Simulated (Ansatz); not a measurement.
K6⁻, 6 atoms. Hardware: 4 threads of AMD EPYC 7B13 on a shared host.

Correlated methods freeze 30 core orbitals; core or outer-core shells of K are correlated, in sets that lack core-valence functions.

Question: How many basis functions does each of these Ansatz runs have, and roughly what does it cost? PBE0/def2-TZVPD, charge -1 doublet, energy, from earlier orbitals; MP2/def2-TZVPD, charge -1 doublet, energy, from earlier orbitals; r2SCAN/def2-TZVPD, charge -1 doublet, energy, from earlier orbitals; PBE/def2-TZVPD, charge -1 doublet, energy and forces, from earlier orbitals; r2SCAN/def2-SVPD, charge -1 doublet, relaxation, 17 steps; RPA@PBE/def2-TZVPD, charge -1 doublet, energy, from earlier orbitals; PBE/def2-SVP, charge -1 doublet, energy with a search over starts; HSE06/def2-TZVPD, charge -1 doublet, energy, from earlier orbitals.

Answer: Other jobs shared the machine, so times can vary by a factor of up to 3.

| run | functions | fitting or Cholesky vectors | wall time | peak host memory (GiB) |
| --- | --- | --- | --- | --- |
| PBE/def2-TZVPD, charge -1 doublet, energy and forces, from earlier orbitals | 216 | 1980 | 12 s | 0.57 |
| RPA@PBE/def2-TZVPD, charge -1 doublet, energy, from earlier orbitals | 216 | 2022 | 16 s | 0.88 |
| PBE0/def2-TZVPD, charge -1 doublet, energy, from earlier orbitals | 216 | 2022 | 23 s | 1.2 |
| HSE06/def2-TZVPD, charge -1 doublet, energy, from earlier orbitals | 216 | 2022 | 24 s | 1.3 |
| PBE/def2-SVP, charge -1 doublet, energy with a search over starts | 144 | 1656 | 38 s | 0.6 |
| MP2/def2-TZVPD, charge -1 doublet, energy, from earlier orbitals | 216 | 2022 | 73 s | 1.5 |
| r2SCAN/def2-TZVPD, charge -1 doublet, energy, from earlier orbitals | 216 | 1980 | 95 s | 1.2 |
| r2SCAN/def2-SVPD, charge -1 doublet, relaxation, 17 steps | 162 | 1788 | 6.7 min | 0.94 |
